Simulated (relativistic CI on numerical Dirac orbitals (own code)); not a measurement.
**Hyperfine structure of P VII, mass number 31**

Calculated at this level of theory: Dirac-Coulomb-Breit CI, separate exchange-only KLI orbitals for each configuration, QED by a radiative potential, unscaled Slater integrals (own radial code, finite nucleus).

Configuration list (outside the closed core 1s2): 2s2 2p5, 2s 2p6, 2s2 2p4 3s, 2s2 2p4 3p, 2s2 2p4 3d, 2p6 3s, 2p6 3p, 2s 2p5 3s, 2p6 3d, 2s2 2p4 4s, 2s2 2p4 4p, 2s 2p5 3p, 2s2 2p4 4d, 2s2 2p4 4f, 2s 2p5 3d, 2s2 2p3 3s2. Levels of other configurations are missing.

Nuclear spin I = 1/2, μ = 1.13093 μN (tables of Stone and Pyykkö). The electronic factors are computed for point nuclear moments, without core polarisation or the Bohr-Weisskopf and QED corrections.

```
            Level  E (cm⁻¹)  A (GHz)
  2s2 2p5 2P°_3/2         0    8.218
  2s2 2p5 2P°_1/2      7233    39.94
    2s 2p6 2S_1/2    468146      145
2s2 2p4 3s 4P_5/2   1251175    12.88
2s2 2p4 3s 4P_3/2   1255561    5.263
2s2 2p4 3s 4P_1/2   1258120    6.173
2s2 2p4 3s 2P_3/2   1270332    9.318
2s2 2p4 3s 2P_1/2   1275489    11.76
```

Levels with J = 0, under 50 % of one LS term, or S terms without an open s electron are left out. Small factors come from cancelling terms and can be off by tens of per cent or more.

At this charge configurations can still be misplaced by up to about 7 % of their energy. 13 of the 15 excited levels that our extract of the measured tables holds in this range could be paired (the sources list more); they are missed by 6554 cm⁻¹ on average and 11425 at most, and levels without a partner can miss by more.

Q: Give the hyperfine levels of 2s2 2p5 2P°_1/2 relative to its centre of gravity.

A: With K = F(F + 1) − I(I + 1) − J(J + 1), E = AK/2: F = 0: -29.95, F = 1: 9.985 GHz.
